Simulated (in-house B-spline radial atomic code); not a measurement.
Radial electron density of the gadolinium ion Gd⁸⁺, [Kr] (4d3/2)4 (4d5/2)5 (4f5/2)4 (4f7/2)2 5s2 (5p1/2)2 (9d3/2)1. Level of theory: Dirac-Hartree-Fock, average of the jj configuration, Fermi nucleus of rms radius 5.1569 fm; calculated with a B-spline radial code for spherical atoms.

Columns: r (bohr), 4πr²n(r) (electrons per bohr), bar.

```
0.000833    3.085 #
 0.00106    4.593 ##
 0.00136    6.873 ###
 0.00174    10.12 ####
 0.00222    14.65 ######
 0.00284    20.92 ########
 0.00362    29.09 ###########
 0.00463    39.51 ###############
 0.00592    51.77 ####################
 0.00756     64.8 #########################
 0.00966    76.78 ##############################
  0.0123    85.02 #################################
  0.0158    87.47 ##################################
  0.0201    83.92 #################################
  0.0257    78.26 ##############################
  0.0329    77.98 ##############################
   0.042    88.44 ##################################
  0.0537    105.1 #########################################
  0.0686      113 ############################################
  0.0876    102.3 ########################################
   0.112    86.49 ##################################
   0.143     88.3 ##################################
   0.183    99.68 #######################################
   0.234    86.85 ##################################
   0.298    54.55 #####################
   0.381    41.46 ################
   0.487    48.11 ###################
   0.623    42.04 ################
   0.795    24.37 #########
    1.02    12.19 #####
     1.3    6.376 ##
    1.66    2.393 #
    2.12   0.5073 
    2.71  0.05052 
    3.46  0.04514 
    4.42  0.02885 
    5.65  0.07681 
    7.22  0.01579 
    9.22   0.1705 
    11.8   0.1142 
    15.1 0.005071 
    19.2 2.046e-05 
    24.6 7.783e-09 
    31.4 6.427e-10
```

On this grid the curve has 6 maxima, near 0.0158, 0.0686, 0.183, 0.487, 5.65, 9.22 bohr.

The 4d5/2 radial function P(r) = rR(r), positive near the nucleus, with its small component Q(r) (sign convention: Q ≈ (P' + κP/r)/2c):

```csv
r (bohr),P,Q
0.00756,0.001993,-0.0001535
0.0123,0.007642,-0.0005831
0.0201,0.02791,-0.002103
0.0329,0.0928,-0.00688
0.0537,0.2619,-0.01909
0.0876,0.5732,-0.04146
0.143,0.8054,-0.06161
0.234,0.3185,-0.04672
0.381,-0.9173,0.003671
0.623,-1.374,0.02829
1.02,-0.6054,0.01267
1.66,-0.07582,0.00148
2.71,-0.00145,2.657e-05
```
